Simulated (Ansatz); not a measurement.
A nudged elastic band was laid between two geometries of BrH + F2H2OSi (8 atoms, charge 0, multiplicity 1).

Method: RKS BLYP/def2-SVP in Ansatz 0.2.0.

```json
{"movable images": "7", "climbing image": "yes", "spring": "5.0 eV/Å²", "optimiser": "quadratic models (default)", "start path": "through a guess of the saddle point", "force threshold": "0.05 eV/Å", "iteration limit": "60", "end points": "relaxed"}
```

Initial state:

```xyz
8
Properties=species:S:1:pos:R:3
Si -0.840 0.830 0.218
O -0.012 -0.615 0.214
F -2.255 0.669 -0.566
F -1.219 1.258 1.740
H 0.019 1.840 -0.426
H 1.738 -1.088 -0.603
Br 3.003 -1.495 -1.193
H -0.434 -1.400 0.615
```

Final state:

```xyz
8
Properties=species:S:1:pos:R:3
Si 0.132 1.114 -0.263
O 0.000 -1.955 0.384
F -0.940 0.287 -1.174
F -0.176 0.767 1.302
H -0.142 2.558 -0.457
H -0.780 -1.855 -0.198
Br 2.225 0.651 -0.818
H -0.317 -1.566 1.224
```

Question: Which bonds break or form, and what moves?

Answer: Bonds broken: Si1–O2, H6–Br7. Bonds formed: Si1–Br7, O2–H6. BrH + F2H2OSi becomes BrF2HSi + H2O.

Question: What energy profile does the band end with?

Answer: The forces met the threshold. The highest image is number 4 of 0 to 8, 0.91 eV above the first end and 0.57 eV above the last; the last end lies 0.34 eV above the first. A vibrational analysis at the climbing image gives one clearly imaginary mode, 215i cm⁻¹: a first-order saddle point. The orbitals stay closed-shell, which can raise the energy where a bond breaks towards radicals; this wasn't checked here.

| image | path coordinate (Å) | energy (eV) | Si1–O2 (Å) | H6–Br7 (Å) | Si1–Br7 (Å) |
| --- | --- | --- | --- | --- | --- |
| 0 | 0.00 | 0.00 | 1.67 | 1.45 | 4.71 |
| 1 | 0.84 | 0.01 | 1.67 | 1.45 | 4.54 |
| 2 | 1.69 | 0.03 | 1.67 | 1.45 | 4.13 |
| 3 | 2.53 | 0.22 | 1.69 | 1.48 | 3.39 |
| 4 | 3.37 | 0.91 | 1.83 | 1.90 | 2.75 |
| 5 | 4.34 | 0.78 | 2.03 | 2.44 | 2.40 |
| 6 | 5.31 | 0.54 | 2.38 | 2.81 | 2.28 |
| 7 | 6.27 | 0.38 | 2.97 | 3.41 | 2.23 |
| 8 | 7.24 | 0.34 | 3.14 | 3.96 | 2.22 |

Question: What is the geometry of the highest image?

Answer: 
```xyz
8
Properties=species:S:1:pos:R:3
Si -0.330 0.680 -0.061
O 0.318 -0.838 0.722
F -1.404 0.366 -1.238
F -1.345 0.928 1.211
H 0.488 1.904 -0.082
H 0.955 -1.209 -0.087
Br 1.620 -0.399 -1.671
H -0.302 -1.432 1.205
```

Question: What are the harmonic wavenumbers there?

Answer: 215i, 97, 172, 269, 297, 354, 378, 516, 669, 696, 805, 857, 897, 996, 1088, 2033, 2293, 3572 cm⁻¹.

Time of the run: 2.9 min on 2 threads of Arm Neoverse V2, on a shared host, peak memory 0.15 GiB.
